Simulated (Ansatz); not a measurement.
Ansatz (a program for electronic structure) input:

Ansatz 0.2 input:
```yaml
crystal:
  periodic: [false, false, false]
  atoms:
    - {symbol: B, position_ang: [0.18703310, 0.16348047, -0.15811724]}
    - {symbol: Cl, position_ang: [0.15349005, 1.50988110, -1.34774011]}
    - {symbol: N, position_ang: [1.41598545, -0.32558285, 0.13735854]}
    - {symbol: N, position_ang: [-1.03463911, -0.27485217, 0.36659069]}
    - {symbol: H, position_ang: [2.32768090, -0.07474831, -0.18914432]}
    - {symbol: H, position_ang: [-1.92246315, 0.12075302, 0.11571995]}
    - {symbol: H, position_ang: [-1.08578122, -1.02179191, 1.03480142]}
basis:
  gaussian:
    orbitals: def2-TZVP
hamiltonian:
  xc: b3lyp
  dispersion: d3bj
magnetization: {spin_polarized: true, initial_magnetization: 1}
relax: {f_tol: 0.002, max_steps: 150}
```

Problem. Which total energy does the run end on?

Solution. -596.50992 Eh (B3LYP-D3(BJ)/def2-TZVP). The basis has 148 functions.

It need not be the lowest isomer of its formula.
